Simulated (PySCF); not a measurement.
**Structure from NMR data**

The spectra below were simulated for a compound C7H6FP.

1H NMR (400 MHz, computed): δ 8.04 (m, 2H), 7.69 (m, 2H), 7.69 (m, 1H), 5.82 (m, 1H).

13C{1H} NMR (computed): δ 237.2 (C), 139.3 (C), 137.5 (CH), 134.2 (CH, 2C), 131.1 (CH, 2C).

PySCF calculation with GIAO PBE0/pcSseg-1 shieldings and geometry: GFN2-xTB; non-relativistic, isolated molecule, one computed conformer, averaged over atoms made equivalent by symmetry, fast rotation or ring inversion.

Chemical shifts δ = σref − σ; 1H (σ = 31.72 ppm), 13C (σ = 186.93 ppm) vs TMS, all at this level.

Propose a structure and justify it.

Results:


- 5 carbon signals for 7 carbons: some carbons are equivalent by symmetry or fast rotation.
- Carbon types of the structure: 2 × C, 5 × CH, leaving 1 H on heteroatoms.
- δC 237.2: carbon double-bonded to a heavier main-group atom.
- δC 139.3: substituted aromatic carbon.
- δC 137.5, 134.2, 131.1: aromatic CH; the aromatic region.
- δH 8.04, 7.69, 7.69: hydrogen on an aromatic CH; it sits in the deshielding region of the aromatic ring current.
- δH 5.82: hydrogen on a phosphorus bonded to C.

These data were computed for `[H]/P=C(/F)c1ccccc1`.

The data come from this structure; uniqueness wasn't tested.

Splittings by 19F and 31P in the carbon and heteronuclear signals aren't shown, as no couplings were computed. Shifts are as computed. Against solution values, carbons near 30 ppm lie about +3 ppm off and those near 130 ppm about +5 ppm. Of 1211 compounds with measured shifts, 218 miss one by over three times the rms of a fit or turn the order of signals round; such compounds aren't used in these exercises. Multiplicities follow the n + 1 count of equivalent neighbours, as no J values were calculated; m marks all less simple cases, F and P coupling included.
